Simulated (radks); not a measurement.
The bismuth ion Bi+ inside a hard spherical wall (all orbitals vanish at R), configuration held at [Hg] 6p2 and not refilled when levels cross. Calculated with a radial shooting solver on a logarithmic mesh with Libxc functionals: scalar-relativistic Kohn-Sham, LDA (Slater exchange, VWN5 correlation), spin-polarised, spherical densities, finite nucleus; open shells are filled with parallel spins first (spin-orbit coupling, left out, can overturn this in heavy ions); Fermi nuclear charge, rms radius 5.5211 fm. Eigenvalues in eV for spin up, with the zero of energy where the potential of the charges vanishes at infinity; a dash marks a level that is unbound or too diffuse for the functional's potential to be trusted. A positive occupied level is held by the wall or, in an anion where self-interaction has pushed it up, behind a barrier. The pressure on the wall is -dE/dV.

| R (bohr) | E (hartree) | kinetic (hartree) | e(5p) | e(5d) | e(6s) | e(6p) | e(7s, empty) | e(6d, empty) | pressure (GPa) |
|---|---|---|---|---|---|---|---|---|---|
| free | -21512.5924 | 24375.120 | -104.14 | -35.407 | -22.854 | -12.197 | -4.992 | -3.495 | 0 |
| 15 | -21512.5924 | 24375.120 | -104.14 | -35.407 | -22.854 | -12.197 | -4.990 | -3.492 | < 0.0001 |
| 12 | -21512.5924 | 24375.120 | -104.14 | -35.407 | -22.854 | -12.197 | -4.966 | -3.464 | < 0.0001 |
| 8 | -21512.5918 | 24375.128 | -104.10 | -35.370 | -22.824 | -12.163 | -4.199 | -2.929 | 0.0390 |
| 7 | -21512.5892 | 24375.152 | -104.00 | -35.270 | -22.744 | -12.065 | -3.161 | -2.300 | 0.243 |
| 5 | -21512.5213 | 24375.607 | -102.70 | -34.031 | -21.707 | -10.524 | 5.427 | 2.473 | 10.2 |
| 4 | -21512.2496 | 24377.076 | -99.939 | -31.466 | -19.084 | -6.387 | 21.964 | 11.394 | 81.4 |
| 3.5 | -21511.8016 | 24379.259 | -96.890 | -28.650 | -15.564 | -1.028 | 40.183 | 21.274 | 260 |
| 3 | -21510.6477 | 24384.510 | -91.196 | -23.307 | -7.708 | 10.339 | 74.182 | 39.946 | 952 |
| 2.5 | -21507.3117 | 24398.662 | -79.764 | -11.915 | 11.877 | 37.011 | 143.41 | 78.602 | 4200 |
| 2 | -21495.9951 | 24442.727 | -54.347 | 16.390 | 68.330 | 108.30 | 302.77 | 169.17 | 24000 |
